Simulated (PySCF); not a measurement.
**Core-level binding energies of GeCl2Me2**

Species: GeCl2Me2, C2H6Cl2Ge.
Z-matrix (Å and degrees, PBE0-D3(BJ)/def2-SVP geometry), rows numbered from 1:
```
Ge
Cl  1  2.1660
Cl  1  2.1644  2  106.82
C   1  1.9328  2  108.23  3  -115.72
H   4  1.0993  1  109.93  2   -65.24
H   4  1.0995  1  109.64  2   174.28
H   4  1.0983  1  109.44  2    54.69
C   1  1.9322  2  108.06  3   115.92
H   8  1.0992  1  109.71  2   179.06
H   8  1.0992  1  109.85  2    58.69
H   8  1.0983  1  109.43  2   -61.29
```

Level of theory: delta-SCF UKS SCAN, pcX-2 on the ionised atom, pcseg-1 elsewhere, spin-free X2C (PySCF). These are vertical core ionisation energies against the vacuum level, from separate self-consistent calculations with and without the core hole.

Give the core binding energies atom by atom.

```tsv
atom(s)	environment	level	binding energy (eV)	2p1/2 (eV)	count
Cl2/Cl3	chlorine bonded to Ge	Cl 2p3/2	205.44	207.10	2
C4/C8	carbon bonded to Ge and 3 H	C 1s	290.89	–	2
Cl2/Cl3	chlorine bonded to Ge	Cl 1s	2828.05	–	2
```

Which effective nuclear charge Zeff reproduces each element's mean 1s value in the hydrogen-like formula E = 13.606 eV × Zeff²?

C (Z = 6): mean 290.9 eV, Zeff = 4.62, Z − Zeff = 1.38; Cl (Z = 17): mean 2828.0 eV, Zeff = 14.42, Z − Zeff = 2.58. Means run over the listed sites, weighted by atom count.

The first atom of each set that the bonding makes equivalent was ionised and stands for the set. Spin–orbit coupling isn't in the SCF: each 2p doublet comes from a relaxed spin-free hole plus a matrix of the shell (mean-field spin–orbit coupling and the ground-state 2p splitting), with 2p3/2 averaged over its two sublevels. 2p1/2 minus 2p3/2 (ligand field included): Cl 1.65 eV. No level of germanium is listed. Isolated species at its PBE0-D3(BJ)/def2-SVP geometry, gas phase.
